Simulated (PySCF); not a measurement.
SMILES C=[CH][Ge]([CH3])([CH3])[CH]=C, GFN2-xTB optimised geometry.

```
19

C     -1.69    -1.16     2.54
C     -0.92    -1.67     1.60
Ge    -0.30    -0.69     0.00
C      1.69    -0.69     0.00
C     -0.99     1.17     0.00
C     -0.92    -1.67    -1.60
C     -1.70    -1.17    -2.54
H     -2.00    -1.73     3.40
H     -2.04    -0.14     2.50
H     -0.59    -2.70     1.68
H      2.07    -0.19     0.88
H      2.07    -0.18    -0.88
H      2.08    -1.71    -0.01
H     -2.08     1.18    -0.01
H     -0.64     1.71    -0.88
H     -0.65     1.70     0.88
H     -0.58    -2.70    -1.69
H     -2.06    -0.15    -2.49
H     -2.02    -1.74    -3.40
```

Density from PBE0/def2-SVP (PySCF) at that geometry.

Minimum of the electron density along straight lines between bonded atoms, close to the bond critical point (lines longer than 1.1 times the sum of covalent radii, or with two minima, are not listed):

| bond | length / Å | ρ at the minimum / e bohr⁻³ | ∇²ρ there / e bohr⁻⁵ | position (fraction from the first atom) |
|---|---|---|---|---|
| C1–C2 | 1.322 | 0.344 | -0.92 | 0.50 |
| C2–Ge3 | 1.971 | 0.124 | 0.07 | 0.54 |
| Ge3–C4 | 1.990 | 0.121 | 0.04 | 0.47 |
| Ge3–C5 | 1.984 | 0.122 | 0.04 | 0.47 |
| Ge3–C6 | 1.971 | 0.125 | 0.07 | 0.46 |
| C6–C7 | 1.321 | 0.344 | -0.92 | 0.50 |
| C1–H8 | 1.081 | 0.281 | -1.07 | 0.63 |
| C1–H9 | 1.079 | 0.283 | -1.08 | 0.63 |
| C2–H10 | 1.083 | 0.278 | -1.03 | 0.63 |
| C4–H11 | 1.086 | 0.273 | -0.98 | 0.63 |
| C4–H12 | 1.086 | 0.273 | -0.98 | 0.63 |
| C5–H14 | 1.086 | 0.273 | -0.98 | 0.63 |
| C5–H15 | 1.086 | 0.272 | -0.98 | 0.63 |
| C5–H16 | 1.086 | 0.272 | -0.98 | 0.63 |
| C6–H17 | 1.083 | 0.278 | -1.03 | 0.63 |
| C7–H18 | 1.079 | 0.283 | -1.08 | 0.63 |
| C7–H19 | 1.081 | 0.281 | -1.07 | 0.63 |
